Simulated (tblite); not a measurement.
Input of a run (GFN2-xTB geometry optimisation, gas phase (tblite 0.8.0)), started from a force field or distance geometry:
```
{"job": {"kind": "relax", "xc": "GFN2-xTB", "basis": "xTB"}, "charge": 0, "multiplicity": 2}
O     -2.860000     2.064400    -0.203100
C     -2.281000     0.998400    -0.009600
C     -1.659200    -0.139200     0.232400
C     -0.206400    -0.117700     0.143300
C      0.572000    -0.928700    -0.636800
C      1.890400    -0.734600    -0.544900
C      2.342800     0.213800     0.310700
S      0.903200     0.915400     1.059200
H     -2.197400    -1.037300     0.464400
H      0.110400    -1.675600    -1.311500
H      3.390700     0.443700     0.469900
```

Output (eV, eV/Å):
```
step      E/eV     max force
  0    -585.20692    5.582
  1    -585.15382   12.169
  2    -585.51606    3.744
  3    -585.58657    1.204
  4    -585.62350    0.562
  5    -585.64364    0.476
  6    -585.67329    0.549
  7    -585.68798    0.363
  8    -585.69568    0.327
  9    -585.70078    0.223
 10    -585.70359    0.161
 11    -585.70491    0.104
 12    -585.70581    0.108
 13    -585.70716    0.151
 14    -585.70942    0.183
 15    -585.71262    0.184
 16    -585.71618    0.191
 17    -585.71972    0.162
 18    -585.72373    0.195
 19    -585.72803    0.214
 20    -585.73348    0.261
 21    -585.73994    0.272
 22    -585.74546    0.212
 23    -585.74955    0.184
 24    -585.75290    0.173
 25    -585.75561    0.275
 26    -585.76003    0.282
 27    -585.76895    0.341
 28    -585.77662    0.356
 29    -585.78475    0.301
 30    -585.79493    0.271
 31    -585.80342    0.270
 32    -585.80840    0.257
 33    -585.81121    0.406
 34    -585.81566    0.230
 35    -585.82075    0.174
 36    -585.82635    0.188
 37    -585.83168    0.241
 38    -585.83485    0.183
 39    -585.83681    0.094
 40    -585.83741    0.152
 41    -585.83803    0.104
 42    -585.83894    0.153
 43    -585.83967    0.102
 44    -585.84007    0.062
 45    -585.84036    0.082
 46    -585.84097    0.080
 47    -585.84157    0.058
 48    -585.84194    0.053
 49    -585.84226    0.066
 50    -585.84260    0.071
 51    -585.84291    0.055
 52    -585.84314    0.038
 53    -585.84338    0.049
 54    -585.84371    0.064
 55    -585.84413    0.064
 56    -585.84450    0.054
 57    -585.84470    0.037
 58    -585.84481    0.031
 59    -585.84491    0.032
 60    -585.84500    0.024
 61    -585.84505    0.020
 62    -585.84509    0.020
 63    -585.84512    0.024
 64    -585.84516    0.026
 65    -585.84521    0.019
 66    -585.84524    0.016
 67    -585.84527    0.017
 68    -585.84530    0.015
 69    -585.84533    0.012
 70    -585.84534    0.006
```

Summarise the run.

The energy falls by 61.6 kJ/mol over 70 L-BFGS steps, the largest force on an atom goes from 5.58 to 0.006 eV/Å, and the atoms move by 0.519 Å rms after alignment. The bond that changes most is O1=C2 (ends: oxygen bonded to C; carbon bonded to C and O), which shortens by 0.068 Å. Bonds longer at the end by more than 0.005 Å: 2 of 11; shorter: 7. Among the angles that change most is S8–C7–H11, from 129.8° to 118.9°. Among the dihedrals that turn most is C2–C3–C4–S8, from 58° to 0°. The energy rose by more than 1e-5 eV at step 1.

What are the final bond lengths?

O1=C2 1.160 Å, C2=C3 1.303 Å, C3–C4 1.443 Å, C4–C5 1.371 Å, C5–C6 1.396 Å, C6–C7 1.323 Å, C7–S8 1.771 Å, C4–S8 1.748 Å, C3–H9 1.079 Å, C5–H10 1.073 Å, C7–H11 1.068 Å. Numbering counts from 1 in the input's order; the species is `O=C=Cc1c[c]cs1` [radical].

Its GFN2-xTB frequencies are all real (lowest 60 cm⁻¹).

One conformer stands for the species.

The numbers are calculated, not measured.
